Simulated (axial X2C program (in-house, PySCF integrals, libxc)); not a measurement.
## Nuclear properties of ORuO²⁺

Computed with an axial X2C code built on PySCF integrals: two-component X2C with atomic mean-field Coulomb and Gaunt terms, Gaussian nuclei, basis O dyall-av3z, Ru dyall-v3z with contracted cores.

O–Ru–O held linear, with bonds 1.651 and 1.651 Å (near the PBE0 minimum at charge 2 of the determinant lowest at the starting distance; the state shown can have its own minimum elsewhere, held linear; other orders of the atoms were not compared).

Determinant lowest in the PBE0 search, Ω = 2 (⟨Sz⟩ = 0.00, ⟨Lz⟩ = 2.00 at PBE0), spin on the atoms O -0.37, Ru 0.74, O -0.37:

```json
{"level": "PBE0", "A∥/gI O (MHz)": "-65.5", "qzz O (a.u.)": "1.15", "A∥/gI Ru (MHz)": "68", "qzz Ru (a.u.)": "0.67"}
{"level": "LDA", "A∥/gI O (MHz)": "-57.2", "qzz O (a.u.)": "0.99", "A∥/gI Ru (MHz)": "228", "qzz Ru (a.u.)": "0.04"}
```

Determinant 0.17 eV from it at PBE0 and this distance, Ω = 3 (⟨Sz⟩ = 1.00, ⟨Lz⟩ = 2.00 at PBE0), spin on the atoms O 0.28, Ru 0.44, O 0.28:

| level | A∥/gI O (MHz) | qzz O (a.u.) | A∥/gI Ru (MHz) | qzz Ru (a.u.) |
| --- | --- | --- | --- | --- |
| PBE0 | 47.9 | 1.12 | 372 | 0.76 |
| LDA | 44.2 | 0.99 | 345 | 0.07 |

A∥ (defined per Ω) follows by multiplying with gI = μI/(I μN); qzz is the electric field gradient, eQq0 = 234.96 MHz × Q/barn × qzz. The operators were transformed with the bare-nucleus X2C matrices; with these basis sets, hyperfine constants and field gradients can be off by tens of per cent, and where levels differ in sign neither size nor sign is settled.

Q: With gI(17O) = -0.7575, Q(17O) = -0.02558 barn (g factors from the IAEA table of nuclear moments by Stone; Q from Pyykkö, Mol. Phys. 2018), turn the PBE0 values of the first state into constants in MHz.

A: A∥(17O) = -65.5 × -0.7575 = 49.6 MHz; eQq0(17O) = 234.96 × (-0.02558) × (1.15) = -6.91 MHz.

The molecule was held linear; bending was not examined, so a bent shape may lie lower.

Each state is one determinant with collinear spin, which with several unpaired electrons need not be a pure state. With several open shells hyperfine constants can be off by a factor of several. In the state Ω = 2 the atomic spins oppose each other (-0.37, 0.74, -0.37): a broken-symmetry determinant whose values are not spin-projected. Open-shell Ω = 0 determinants with evenly filled partner blocks cannot be reached by this program, so the Ω shown need not be the lowest component. Left out as unconverged or as another state under the same occupation: HF in at least one table. States lie within half an eV, so the first need not be the ground state. Where a field gradient or hyperfine factor spreads by more than a factor of two over the levels, a constant derived from it is not to be relied on. PBE0 term energies can be off by some tenths of an eV.
